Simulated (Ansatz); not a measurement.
A first, cheap relaxation of CH7ClOSi2, SMILES `O[SiH]([SiH3])CCl`.

```yaml
crystal:
  periodic: [false, false, false]
  atoms:
    - {symbol: O, position_ang: [-1.253000, 1.382500, 0.742400]}
    - {symbol: Si, position_ang: [-0.026800, 0.644100, -0.005700]}
    - {symbol: Si, position_ang: [0.997600, -0.814600, 1.449400]}
    - {symbol: C, position_ang: [-0.442100, -0.348900, -1.479000]}
    - {symbol: Cl, position_ang: [-1.385400, 0.681400, -2.642300]}
    - {symbol: H, position_ang: [-1.795100, 2.067700, 0.170300]}
    - {symbol: H, position_ang: [0.970100, 1.702900, -0.406400]}
    - {symbol: H, position_ang: [0.126600, -1.874800, 1.867800]}
    - {symbol: H, position_ang: [1.535000, -0.090400, 2.714000]}
    - {symbol: H, position_ang: [2.183600, -1.457000, 0.795800]}
    - {symbol: H, position_ang: [0.337000, -0.776900, -1.979800]}
    - {symbol: H, position_ang: [-1.170300, -1.171100, -1.192300]}
basis:
  gaussian: {orbitals: def2-SVP}
hamiltonian: {xc: pbe, dispersion: d4}
relax: {f_tol: 0.03, max_steps: 200}
```

```sh
$ ansatz run in.yaml --threads 4 --pin off --events-out ev --progress --plain --max-ram 10444MiB
```

Output, abridged:

```
Functional definition: PBE
mean field -31447.86592105 eV, -1155.6877564696 hartree, gradient 4.7e-5 eV, S^2 0.000000; 0 other end points of the search recorded, 0 dependent functions left out
relax step   1: F+E_penalty+E_count = -31448.17071372 eV  Δ(F+E_penalty+E_count) = +0.000e0 eV  max|allowed force component| = 4.169e0 eV/Å  Δτ_max = 0.0000 Å  (28 SCF iters, accepted)
mean field -31448.32962313 eV, -1155.7047972067 hartree, gradient 6.8e-6 eV, S^2 0.000000; 0 other end points of the search recorded, 0 dependent functions left out
relax step   2: F+E_penalty+E_count = -31448.63007252 eV  Δ(F+E_penalty+E_count) = -4.594e-1 eV  max|allowed force component| = 1.605e0 eV/Å  Δτ_max = 0.1086 Å  (28 SCF iters, accepted)
mean field -31448.39609283 eV, -1155.7072399231 hartree, gradient 9.7e-6 eV, S^2 0.000000; 0 other end points of the search recorded, 0 dependent functions left out
relax step   3: F+E_penalty+E_count = -31448.69472770 eV  Δ(F+E_penalty+E_count) = -6.466e-2 eV  max|allowed force component| = 4.336e-1 eV/Å  Δτ_max = 0.1165 Å  (28 SCF iters, accepted)
mean field -31448.42048134 eV, -1155.7081361843 hartree, gradient 8.4e-6 eV, S^2 0.000000; 0 other end points of the search recorded, 0 dependent functions left out
relax step   4: F+E_penalty+E_count = -31448.72028329 eV  Δ(F+E_penalty+E_count) = -2.556e-2 eV  max|allowed force component| = 1.195e-1 eV/Å  Δτ_max = 0.1062 Å  (30 SCF iters, accepted)
mean field -31448.42471184 eV, -1155.7082916523 hartree, gradient 2.3e-5 eV, S^2 0.000000; 0 other end points of the search recorded, 0 dependent functions left out
relax step   5: F+E_penalty+E_count = -31448.72427777 eV  Δ(F+E_penalty+E_count) = -3.994e-3 eV  max|allowed force component| = 2.109e-1 eV/Å  Δτ_max = 0.0650 Å  (28 SCF iters, accepted)
mean field -31448.42654187 eV, -1155.7083589046 hartree, gradient 1.6e-5 eV, S^2 0.000000; 0 other end points of the search recorded, 0 dependent functions left out
relax step   6: F+E_penalty+E_count = -31448.72624798 eV  Δ(F+E_penalty+E_count) = -1.970e-3 eV  max|allowed force component| = 9.140e-2 eV/Å  Δτ_max = 0.0241 Å  (30 SCF iters, accepted)
mean field -31448.42797311 eV, -1155.7084115017 hartree, gradient 1.7e-5 eV, S^2 0.000000; 0 other end points of the search recorded, 0 dependent functions left out
relax step   7: F+E_penalty+E_count = -31448.72799567 eV  Δ(F+E_penalty+E_count) = -1.748e-3 eV  max|allowed force component| = 2.696e-2 eV/Å  Δτ_max = 0.0596 Å  (28 SCF iters, accepted)
mean field -31448.42797311 eV, -1155.7084115017 hartree, gradient 1.7e-5 eV, S^2 0.000000; 1 other end points of the search recorded, 0 dependent functions left out
Total energy: -31448.72803520 eV, -1155.7194385800 hartree
Atom 0 at    -1.232172     1.385359     0.716095 Å, force     0.006675     0.006831    -0.012399 eV/Å
Atom 1 at     0.098540     0.648173    -0.007011 Å, force    -0.007057     0.013689    -0.011087 eV/Å
Atom 2 at     1.054784    -0.804833     1.574061 Å, force     0.005281    -0.005976    -0.002984 eV/Å
Atom 3 at    -0.524886    -0.308467    -1.538987 Å, force     0.011797    -0.011303    -0.019526 eV/Å
Atom 4 at    -1.561106     0.848197    -2.491473 Å, force     0.008761    -0.017417     0.008819 eV/Å
Atom 5 at    -1.824274     1.771162     0.038595 Å, force     0.013565    -0.015509     0.013412 eV/Å
Atom 6 at     1.115661     1.644374    -0.510429 Å, force    -0.005505    -0.000717     0.006285 eV/Å
Atom 7 at     0.057072    -1.850047     1.997662 Å, force    -0.000560     0.001089    -0.000697 eV/Å
Atom 8 at     1.531420    -0.055447     2.788375 Å, force    -0.002705     0.000537     0.000238 eV/Å
Atom 9 at     2.236254    -1.500299     0.945508 Å, force    -0.007086     0.002364     0.005150 eV/Å
Atom 10 at     0.289664    -0.659029    -2.205276 Å, force    -0.026958     0.014891     0.019767 eV/Å
Atom 11 at    -1.163758    -1.174243    -1.272921 Å, force     0.003791     0.011522    -0.006978 eV/Å
Dipole moment:     0.064778    -0.184481    -0.144088 e Å
```

It took 12 s on 4 threads of an Arm Neoverse V1 on a shared host, with 0.17 GiB of host memory at the peak.
